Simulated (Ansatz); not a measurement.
Geometry optimisation, RKS PBE0/def2-SVP (Ansatz).

input.yaml

```yaml
crystal:
  periodic: [false, false, false]
  atoms:
    - { symbol: F, position_ang: [-0.271, -2.6084, -0.8225] }
    - { symbol: C, position_ang: [0.6407, -1.5834, -0.6892] }
    - { symbol: C, position_ang: [0.4004, -0.8135, 0.6014] }
    - { symbol: B, position_ang: [-0.8891, -0.0313, 0.622] }
    - { symbol: O, position_ang: [-1.27171, 0.8777, 1.71959] }
    - { symbol: Sb, position_ang: [-2.47315, -0.2948, 2.89996] }
    - { symbol: H, position_ang: [0.6317, -0.8881, -1.5547] }
    - { symbol: H, position_ang: [1.6829, -2.046, -0.6783] }
    - { symbol: H, position_ang: [1.2556, -0.059, 0.7869] }
    - { symbol: H, position_ang: [0.4636, -1.5227, 1.4932] }
    - { symbol: H, position_ang: [-1.63376, -0.00782, -0.39389] }
    - { symbol: H, position_ang: [-1.06474, -0.98847, 3.72626] }
    - { symbol: H, position_ang: [-2.66083, 1.03205, 4.08742] }
basis:
  gaussian: { orbitals: def2-SVP }
hamiltonian:
  xc: pbe0
relax:
  f_tol: 0.015
  max_steps: 40
```

Command:

```bash
$ ansatz run input.yaml --threads 2 --pin off --max-ram 3072MiB --backend cpu --events-out ev --progress --plain --runs-dir out
```

Question: Where does it end, and by what steps?

Answer: The run converged. After 19 steps the energy has fallen by 1.057 eV; H12 moved furthest, 1.73 Å.

```tsv
step	energy less start (eV)	largest force component (eV/Å)	accepted
0	0.0000	3.428	yes
1	-0.3440	2.192	yes
2	-0.5295	1.251	yes
3	-0.6175	0.448	yes
4	-0.6713	0.847	yes
5	-0.7353	0.281	yes
6	-0.7917	0.255	yes
7	-0.8531	0.398	yes
8	-0.9241	0.399	yes
9	-1.0029	0.323	yes
10	-1.0359	0.526	yes
11	-1.0398	0.484	yes
12	-1.0323	0.655	no
13	-1.0547	0.072	yes
14	-1.0557	0.043	yes
15	-1.0565	0.018	yes
16	-1.0565	0.022	yes
17	-1.0568	0.032	yes
18	-1.0568	0.031	yes
19	-1.0568	0.013	yes
```

```xyz
13
Properties=species:S:1:pos:R:3
F -0.076 -2.663 -0.655
C 0.708 -1.543 -0.848
C 0.732 -0.714 0.415
B -0.720 -0.329 0.906
O -1.014 -0.372 2.217
Sb -2.855 0.117 2.926
H 0.277 -0.970 -1.688
H 1.714 -1.884 -1.145
H 1.271 0.230 0.206
H 1.291 -1.228 1.214
H -1.559 0.031 0.089
H -2.718 -0.986 4.236
H -2.239 1.376 3.925
```

Whether the end is a true minimum wasn't checked by a vibrational analysis.

The run took 3.1 min on 2 threads of Arm Neoverse N1, on a shared host, peak memory 0.39 GiB.
